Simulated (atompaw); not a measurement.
**Reading a pseudo-wave (As)**

Columns: radius, all-electron u(r) and pseudo u(r) of the 4s shell (level -14.50 eV) of arsenic in the configuration [Ar] 3d10 4s2 4p3; PBEsol, scalar-relativistic, PAW (atompaw) scheme, atompaw 4.2.0.5.

```csv
r (bohr),all-electron,pseudo
0.063,0.0238,0.0387
0.127,0.2296,0.0781
0.190,0.1538,0.1171
0.254,-0.0438,0.1569
0.317,-0.2252,0.1963
0.381,-0.3402,0.2366
0.444,-0.3775,0.2765
0.508,-0.3512,0.3172
0.571,-0.2801,0.3573
0.635,-0.1796,0.3980
0.698,-0.0662,0.4377
0.762,0.0535,0.4776
0.825,0.1687,0.5160
0.888,0.2770,0.5534
0.952,0.3773,0.5899
1.015,0.4649,0.6241
1.079,0.5422,0.6567
1.142,0.6068,0.6863
1.206,0.6613,0.7135
1.269,0.7047,0.7372
1.333,0.7392,0.7577
1.396,0.7647,0.7741
1.460,0.7827,0.7867
1.523,0.7937,0.7949
1.587,0.7988,0.7990
1.650,0.7985,0.7985
```

Question: How many radial nodes do the two functions have?

Answer: The all-electron 4s function has n − l − 1 = 3 (the table is too coarse to show those close to the nucleus); the pseudo-wave has 0, since the states of the same l below it are removed with the core.

Question: Where does each function peak?

Answer: Outermost all-electron maximum near 1.59 bohr, pseudo maximum near 1.59 bohr (to the table’s step).

Question: Is the pseudo-wave norm-conserving?

Answer: No, it belongs to a PAW set: the norm inside the radius is not constrained, and the difference is carried by the augmentation charge.
